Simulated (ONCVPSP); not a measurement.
## How hard is this Ca ONCV potential?

calcium, optimised norm-conserving Vanderbilt (ONCV), made with ONCVPSP 4.0.1 (PBE, scalar-relativistic). Core [Ne], reference 3s2 3p6 3d1 4s1. Waves: 3s+4s: rc 2.25 bohr, ncon 4, nbas 7, qcut 5.2 1/bohr, 2 projectors; 3p: rc 2.05 bohr, ncon 4, nbas 7, qcut 7.5 1/bohr, 1 projector; 3d: rc 1.85 bohr, ncon 5, nbas 9, qcut 7.4 1/bohr, 1 projector. Local part: polynomial inside 1.25 bohr (lpopt 5, dvloc0 0 Ha). Core correction: Teter function, fcfact 5, rcfact 1.2.

Q: For each optimised wave give the share of its norm inside rc, the residual kinetic energy above qcut (Ha) and the cutoffs (Ha) for errors of 10, 1, 0.1 and 0.01 mHa per electron.

A:

```
wave  norm inside rc  residual KE  10 mHa  1 mHa  0.1 mHa     0.01 mHa
  3s           0.978      6.1e-07     4.2    5.6      7.0         10.2
  4s           0.069      3.5e-06     2.8    4.3      7.4         11.9
  3p           0.913      1.5e-08    11.1   15.1     18.5         21.6
  3d           0.314      1.7e-04    17.2   22.5     67.5  not reached
```

The occupied waves need 23 Ha and 68 Ha for 1 and 0.1 mHa. 3 of 4 tests not solved or not reliable.
